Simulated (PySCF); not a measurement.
C3H7BO2, SMILES OB1CC(O)C1. Atoms are numbered in the order given.

```xyz
13

O      2.2361     0.9610     0.1918
B      1.0112     0.4289    -0.0111
C     -0.4340     1.0614     0.0746
C     -0.8915    -0.4103     0.3217
O     -2.0341    -0.8695    -0.3600
C      0.4197    -1.0287    -0.2178
H      2.9410     0.3017     0.1392
H     -0.7180     1.8408     0.7985
H     -0.7728     1.3628    -0.9342
H     -0.9724    -0.5972     1.4140
H     -2.7855    -0.3473    -0.0478
H      0.2691    -1.2255    -1.2959
H      0.8022    -1.9464     0.2555
```
Charge 0, spin multiplicity 1.

The structure is a stationary point at r2SCAN-D4/def2-SVP. This is a generated structure with no PubChem entry under its InChIKey; it may be hypothetical. The values are those of a single conformer.

Two levels are set side by side: PBE/pcSseg-1 (PySCF) and B3LYP/pcSseg-1 (PySCF). GIAO shifts against BF3 (¹¹B), H2O (¹⁷O), TMS (¹H), TMS (¹³C) at the same level; non-relativistic, no solvent, atoms listed together averaged. Differences are taken from unrounded values.

```csv
quantity,B3LYP,PBE,PBE minus B3LYP
δ(¹⁷O) of O1 (ppm),183.8,195.2,11.4
δ(¹¹B) of B2 (ppm),42.4,41.1,-1.3
δ(¹³C) of C4 (ppm),67.3,68.4,1.1
δ(¹⁷O) of O5 (ppm),89.5,95.6,6.1
δ(¹H) of H7 (ppm),5.86,6.08,0.22
δ(¹H) of H10 (ppm),4.40,4.62,0.22
δ(¹H) of H11 (ppm),1.00,0.93,-0.07
```

Rough cost on one machine, each run with all the roots and properties that it gave: B3LYP against PBE within a factor of 2.
